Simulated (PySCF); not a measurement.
Two species compared at the same levels of theory.

First species: C₄H₁₀Si.
Z-matrix (Å and degrees, PBE0-D3(BJ)/def2-SVP geometry), rows numbered from 1:
```
C 
C   1  1.3335
C   2  1.4972  1  125.42
C   3  1.5335  2  112.61  1   117.55
Si  4  1.8861  3  114.15  2   179.75
H   1  1.0952  2  121.31  3     0.91
H   1  1.0931  2  121.64  3  -179.35
H   2  1.0982  1  118.87  3   178.77
H   3  1.1054  2  109.10  1  -121.13
H   3  1.1030  2  109.42  1    -5.34
H   4  1.1044  3  110.31  2    57.87
H   4  1.1036  3  109.87  2   -58.37
H   5  1.4953  4  110.54  3   179.61
H   5  1.4969  4  110.45  3   -60.18
H   5  1.4966  4  110.44  3    59.40
```

Second species: GeF2Me2, C2H6F2Ge.
Bonds: Ge1–F2, Ge1–F3, Ge1–C4, Ge1–C8. Hydrogens: H5, H6, H7 on C4; H9, H10, H11 on C8.

Levels: PBE0/def2-SVPD for dipole moment, HOMO energy, LUMO energy, HOMO–LUMO gap, static isotropic polarisability and electronic spatial extent ⟨r²⟩ about the centre of nuclear charge; TDDFT PBE0/def2-SVPD for lowest singlet excitation; PBE0-D3(BJ)/def2-SVP for rotational constant A and rotational constant C. Geometries: PBE0-D3(BJ)/def2-SVP. Each structure is a single optimised conformer of the isolated species, non-relativistic unless stated; the electronic structure was computed with PySCF and density fitting.

Dipoles, sizes and rotational constants follow the conformer. The torsions of the flexible species, by atom-mapped SMILES:
- `[CH2:1]=[CH:2][CH2:3][CH2:4][SiH3:5]`: C1–C2–C3–C4 118°, C2–C3–C4–Si5 180°

Values for the first species:

```
Dipole moment                                                     : 0.53 D
HOMO energy                                                       : -7.48 eV
LUMO energy                                                       : 0.13 eV
HOMO–LUMO gap                                                     : 7.61 eV
Lowest singlet excitation                                         : 6.99 eV
Static isotropic polarisability                                   : 80.4 au
Electronic spatial extent ⟨r²⟩ about the centre of nuclear charge : 907 bohr²
Rotational constant A                                             : 15.635 GHz
Rotational constant C                                             : 1.364 GHz
```

Question: Estimate the same properties for the second species, and the change in each.

Answer: 
```csv
property,first,second,second less first
dipole moment,0.53 D,3.62 D,+3.09 D
HOMO energy,-7.48 eV,-9.12 eV,-1.64 eV
LUMO energy,0.13 eV,0.07 eV,-0.06 eV
HOMO–LUMO gap,7.61 eV,9.19 eV,+1.58 eV
lowest singlet excitation,6.99 eV,8.08 eV,+1.09 eV
static isotropic polarisability,80.4 au,52.8 au,-27.6 au
electronic spatial extent ⟨r²⟩ about the centre of nuclear charge,907 bohr²,582 bohr²,-325 bohr²
rotational constant A,15.635 GHz,3.363 GHz,-12.272 GHz
rotational constant C,1.364 GHz,3.018 GHz,+1.654 GHz
```

On the first: The dipole equals about 1.8 × 10⁻³⁰ C·m (1 D = 3.33564 × 10⁻³⁰ C·m). The polarisability is 11.91 Å³ as a volume (1 au = 0.148185 Å³), or 1.67 au for each of the 48 electrons.

On the second: In atomic units the dipole is 1.42 e·bohr (1 au = 2.5417 D). The 15 singlets span 8.08 to 10.69 eV, and their oscillator strengths add up to 0.78. Relativistic effects, spin–orbit coupling among them, are left out although an element past zinc is present.
